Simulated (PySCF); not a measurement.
PySCF was given this input:
```python
from pyscf import gto, scf, dft

mol = gto.M(
    atom='''
B    -0.001407    0.560054    0.037735
F     1.106201   -0.152890   -0.009046
F    -1.105420   -0.158251   -0.011918
''',
    basis='def2-sv(p)',
    charge=0,
    spin=1,
    verbose=4,
)

mf = dft.UKS(mol)
mf.xc = 'pbe0'
mf.kernel()
```

Problem. What does this run give for the dipole moment, number of basis functions, total energy, HOMO energy, Mulliken (on the basis functions themselves) charges in atom order?

Solution. 
```json
{
 "dipole_moment": "0.56 D",
 "number_of_basis_functions": "42",
 "total_energy": "-224.1684 Eh",
 "HOMO energy": "-7.50 eV",
 "Mulliken (on the basis functions themselves) charges in atom order": "B1 0.17, F2 -0.09, F3 -0.09"
}
```

These values belong to the state on which the SCF converged, which isn't shown to be the lowest.
